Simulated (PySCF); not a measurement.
Compound: C2H8BN.
Atom-mapped SMILES: `[CH3:1][BH:2][NH:3][CH3:4]` (hydrogens: H5, H6, H7 on C1; H8 on B2; H9 on N3; H10, H11, H12 on C4)

Computed by this run: PySCF 2.14.0, PBE0-D3(BJ)/def2-SVP geometry optimisation, gas phase; density fitting, grid level 1; the optimiser is geomeTRIC in internal coordinates, started from a GFN2-xTB structure with every atom displaced at random (about 0.01 Å).

Step 0: E = -4363.4543 eV
```
atom  x, y, z in Å  |  force x, y, z in eV/Å
C1      2.3445    0.2294   -0.0109   -1.641   1.223  -0.459
B2      0.8297    0.1066    0.5112    1.073   0.167  -1.430
N3     -0.2424    0.2231   -0.3740    1.454  -0.120   1.126
C4     -1.6003    0.1314   -0.0784   -1.932  -0.252   0.505
H5      2.3846    0.4275   -1.0971    0.090  -0.090   0.044
H6      2.8321    1.0800    0.4819    0.153   0.073   0.173
H7      2.9125   -0.6435    0.2019    0.778  -1.155   0.340
H8      0.6205   -0.0864    1.6418   -0.384  -0.215   1.178
H9     -0.0522    0.4055   -1.3268    0.345   0.200  -1.245
H10    -2.0957   -0.6938   -0.6257   -0.026   0.048  -0.005
H11    -1.7770   -0.0618    0.9969    0.190   0.070  -0.214
H12    -2.1473    1.0559   -0.3303   -0.099   0.052  -0.014
```

Step 1: E = -4363.5922 eV
```
atom  x, y, z in Å  |  force x, y, z in eV/Å
C1      2.3336    0.2580   -0.0219    0.275  -0.320   0.061
B2      0.8535    0.1022    0.4800   -0.116   0.061   0.222
N3     -0.2308    0.2046   -0.3876   -0.277   0.044  -0.241
C4     -1.6442    0.1291   -0.0686    0.508   0.039  -0.131
H5      2.4307    0.4379   -1.1028   -0.006   0.014  -0.077
H6      2.8365    1.0867    0.5043   -0.011  -0.001   0.030
H7      2.9241   -0.6535    0.2220   -0.162   0.260  -0.047
H8      0.6043   -0.0896    1.6605    0.023  -0.009  -0.112
H9     -0.0364    0.3749   -1.3741   -0.080  -0.031   0.185
H10    -2.1449   -0.6789   -0.6223   -0.056  -0.080  -0.036
H11    -1.7515   -0.0684    1.0019   -0.063  -0.026   0.146
H12    -2.1659    1.0709   -0.3011   -0.037   0.049   0.000
```

Question: Estimate the geometry and energy of step 2. (The exact step hangs on the optimiser's Hessian estimate; all steps are aligned on step 1, rigid shifts and turns removed.)

Answer: E = -4363.5969 eV, largest force 0.160 eV/Å
```
atom  x, y, z in Å  |  force x, y, z in eV/Å
C1      2.3376    0.2527   -0.0165    0.023  -0.048  -0.039
B2      0.8424    0.1193    0.4596    0.079   0.002   0.013
N3     -0.2358    0.2202   -0.4175   -0.049  -0.008   0.129
C4     -1.6313    0.1254   -0.0618    0.099   0.020  -0.125
H5      2.4580    0.4303   -1.0978   -0.004   0.007   0.011
H6      2.8386    1.0753    0.5216   -0.007   0.007   0.005
H7      2.9068   -0.6584    0.2415   -0.037   0.035   0.000
H8      0.5774   -0.0772    1.6316    0.010  -0.001  -0.022
H9     -0.0579    0.3915   -1.4027   -0.036  -0.012   0.037
H10    -2.1381   -0.6909   -0.6040   -0.031  -0.004   0.009
H11    -1.7151   -0.0757    1.0150   -0.008   0.005  -0.025
H12    -2.1736    1.0614   -0.2787   -0.040  -0.001   0.006
```

The energy changes by -0.0047 eV. The first-order estimate −F·Δx gives -0.0141 eV and the mean of the old and new forces, exact on a quadratic surface, -0.0049 eV. The step makes an angle of 81° with the force vector and moves no atom by more than 0.041 Å.

The cost below is that of the whole optimisation. On one thread, Arm Neoverse V1 (aarch64), no GPU, on a shared host, this took 16 s of wall time and 0.39 GiB of memory at its peak.
